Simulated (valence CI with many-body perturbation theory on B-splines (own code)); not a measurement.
# Energy levels of Kr¹³⁺

Computed by valence CI with perturbative core correlation (CI+MBPT): five valence electrons over a frozen Dirac-Fock core [Ar], a basis of 7 s, 7 p, 8 d, 6 f, 4 g, 1 h functions for each j, with the one-electron correlation potential Σ1, the two-electron term Σ2, the three-electron term Σ3, Breit, model QED; selected CI, second order for the rest, scaled by the run's own slope (own B-spline code, finite nucleus).

No measured spectrum was set against this ion. As an estimate, terms of the open shell hold to 2 to 4 % of their energy, and close levels can change places. Among the levels kept, up to 300 cm⁻¹ of a level comes from second order outside the variational space, and about a tenth of that is noise between levels of different J, which matters for small intervals. The list stops below the first excitations out of the core. Only levels of the ground parity were solved; by the run's estimate the other parity begins above the list, which can be wrong where configurations are misplaced.

Levels 1 to 37 of 37, with energies above the lowest level, 3d5 6S_5/2. "Leading %" is the weight of the configuration and term that name the level; weights of strongly mixed levels are sums over their largest components and can fall short. In the jj column 3d3/2^4 stands for four electrons in 3d with j = 3/2.

| No. | Configuration | Term | J | E (cm⁻¹) | Leading % | Leading jj | Second component |
| --- | --- | --- | --- | --- | --- | --- | --- |
| 1 | 3d5 | 6S | 5/2 | 0.0 | 98 | 3d3/2^2 3d5/2^3 (41 %) |  |
| 2 | 3d5 | 4G | 5/2 | 72889 | 85 | 3d3/2^4 3d5/2 (30 %) | 7 % 3d5 2F |
| 3 | 3d5 | 4G | 11/2 | 74294 | 97 | 3d3/2^2 3d5/2^3 (46 %) |  |
| 4 | 3d5 | 4G | 7/2 | 74446 | 95 | 3d3/2^3 3d5/2^2 (48 %) |  |
| 5 | 3d5 | 4G | 9/2 | 75103 | 98 | 3d3/2^2 3d5/2^3 (64 %) |  |
| 6 | 3d5 | 4P | 5/2 | 78560 | 57 | 3d3/2^4 3d5/2 (32 %) | 27 % 3d5 4D |
| 7 | 3d5 | 4P | 3/2 | 80776 | 67 | 3d3/2^3 3d5/2^2 (66 %) | 31 % 3d5 4D |
| 8 | 3d5 | 4P | 1/2 | 83585 | 82 | 3d3/2^2 3d5/2^3 (53 %) | 17 % 3d5 4D |
| 9 | 3d5 | 4D | 7/2 | 90070 | 94 | 3d3/2^2 3d5/2^3 (63 %) |  |
| 10 | 3d5 | 4D | 1/2 | 93982 | 83 | 3d3/2^2 3d5/2^3 (80 %) | 17 % 3d5 4P |
| 11 | 3d5 | 4D | 5/2 | 94909 | 66 | 3d3/2^3 3d5/2^2 (34 %) | 25 % 3d5 4P |
| 12 | 3d5 | 4D | 3/2 | 95636 | 66 | 3d3/2 3d5/2^4 (45 %) | 31 % 3d5 4P |
| 13 | 3d5 | 2I | 11/2 | 106750 | 90 | 3d3/2^2 3d5/2^3 (52 %) | 9 % 3d5 2H |
| 14 | 3d5 | 2I | 13/2 | 109140 | 100 | 3d3/2^2 3d5/2^3 (100 %) |  |
| 15 | 3d5 | 2D | 5/2 | 112870 | 46 | 3d3/2 3d5/2^4 (32 %) | 36 % 3d5 2F |
| 16 | 3d5 | 2D | 3/2 | 116540 | 69 | 3d3/2^2 3d5/2^3 (63 %) | 29 % 3d5 4F |
| 17 | 3d5 | 2F | 7/2 | 119290 | 54 | 3d3/2^3 3d5/2^2 (58 %) | 34 % 3d5 4F |
| 18 | 3d5 | 4F | 9/2 | 121100 | 63 | 3d3/2^3 3d5/2^2 (57 %) | 29 % 3d5 2G |
| 19 | 3d5 | 4F | 5/2 | 124710 | 80 | 3d3/2^2 3d5/2^3 (73 %) | 16 % 3d5 2F |
| 20 | 3d5 | 4F | 7/2 | 127540 | 49 | 3d3/2 3d5/2^4 (70 %) | 43 % 3d5 2F |
| 21 | 3d5 | 4F | 3/2 | 129670 | 68 | 3d3/2 3d5/2^4 (55 %) | 30 % 3d5 2D |
| 22 | 3d5 | 2H | 9/2 | 130060 | 61 | 3d3/2^2 3d5/2^3 (88 %) | 25 % 3d5 4F |
| 23 | 3d5 | 2G | 7/2 | 135720 | 87 | 3d3/2^2 3d5/2^3 (81 %) | 11 % 3d5 2F |
| 24 | 3d5 | 2F | 5/2 | 136990 | 54 | 3d5/2^5 (45 %) | 39 % 3d5 2D |
| 25 | 3d5 | 2H | 11/2 | 137020 | 88 | 3d3/2 3d5/2^4 (79 %) | 10 % 3d5 2I |
| 26 | 3d5 | 2G | 9/2 | 142010 | 57 | 3d3/2 3d5/2^4 (70 %) | 32 % 3d5 2H |
| 27 | 3d5 | 2F | 5/2 | 144560 | 81 | 3d3/2^2 3d5/2^3 (54 %) | 10 % 3d5 4F |
| 28 | 3d5 | 2F | 7/2 | 146050 | 85 | 3d3/2 3d5/2^4 (48 %) | 11 % 3d5 4F |
| 29 | 3d5 | 2S | 1/2 | 157320 | 97 | 3d3/2^3 3d5/2^2 (39 %) |  |
| 30 | 3d5 | 2D | 3/2 | 175550 | 99 | 3d3/2^3 3d5/2^2 (35 %) |  |
| 31 | 3d5 | 2D | 5/2 | 177780 | 93 | 3d3/2 3d5/2^4 (42 %) | 5 % 3d5 2F |
| 32 | 3d5 | 2G | 9/2 | 195240 | 100 | 3d3/2^2 3d5/2^3 (81 %) |  |
| 33 | 3d5 | 2G | 7/2 | 196230 | 98 | 3d3/2^2 3d5/2^3 (46 %) |  |
| 34 | 3d5 | 2P | 3/2 | 234420 | 94 | 3d3/2^2 3d5/2^3 (74 %) | 6 % 3d5 2D |
| 35 | 3d5 | 2P | 1/2 | 236450 | 98 | 3d3/2^2 3d5/2^3 (45 %) |  |
| 36 | 3d5 | 2D | 5/2 | 256540 | 99 | 3d3/2^2 3d5/2^3 (82 %) |  |
| 37 | 3d5 | 2D | 3/2 | 258210 | 94 | 3d3/2 3d5/2^4 (58 %) | 6 % 3d5 2P |

Names give the largest LS component (configuration and term), which can be under half, so a name can repeat, a term be missing and a line seem to break the LS rules; names also repeat where a configuration has a term twice.

The ionisation energy to 3d4 5D_0 of the next ion comes out as 445.65 eV (NIST: 446 ± 3 eV (theoretical)). All 37 levels together are meant to be complete up to 653500 cm⁻¹.
